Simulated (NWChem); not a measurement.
Molecule: C$_{4}$H$_{5}$NS; SMILES Cc1cncs1

Program: NWChem. Pople sets run with spherical d functions. Geometry: optimised at B3LYP/6-31G* (spherical d). Level: B3LYP/6-31G* with SMD (1 M gas to 1 M solution), gas-phase geometry.

### Question
Estimate the computed values for solvent toluene. Quantities: solvation free energy (kcal/mol); cavity-dispersion-structure term (kcal/mol); dipole in solution (D).

### Answer
```json
{
 "solvation free energy (kcal/mol)": "-4.4",
 "cavity-dispersion-structure term (kcal/mol)": "-1.5",
 "dipole in solution (D)": "2.16"
}
```
